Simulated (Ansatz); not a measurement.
Computed with Ansatz.

A structure relaxed at PBE0-D4/def2-TZVP, charge 0, multiplicity 1:

```tsv
atom	x (Å)	y (Å)	z (Å)
C1	-0.1416	-1.1715	2.0725
Ga2	0.0931	-0.7785	0.1514
C3	-0.7145	-1.9558	-1.2127
Si4	1.3041	1.2049	-0.5226
Al5	-0.2028	3.1136	-0.6560
H6	-0.3890	-2.2207	2.2453
H7	0.7465	-0.9117	2.6512
H8	-0.9682	-0.5659	2.4596
H9	-0.8752	-1.4466	-2.1638
H10	-1.6614	-2.3745	-0.8633
H11	-0.0358	-2.7953	-1.3973
H12	1.9437	0.9744	-1.8538
H13	2.3933	1.4906	0.4603
H14	-0.4954	4.0074	0.6269
H15	-0.9967	3.4296	-1.9979
```

(1) Give its formula and SMILES.

(2) Point group (tolerance 0.08 Å, 0.16 Å for H)?

(3) Summarise the bond lengths by kind.

Answers

(1) C2H10AlGaSi, `[CH3][Ga]([CH3])[SiH2][AlH2]`.

(2) C1.

(3) 2 × C–Ga 1.975 Å; 6 × C–H 1.091 to 1.095 Å; 1 × Ga–Si 2.420 Å; 1 × Al–Si 2.435 Å; 2 × H–Si 1.495 Å; 2 × Al–H 1.591 Å.
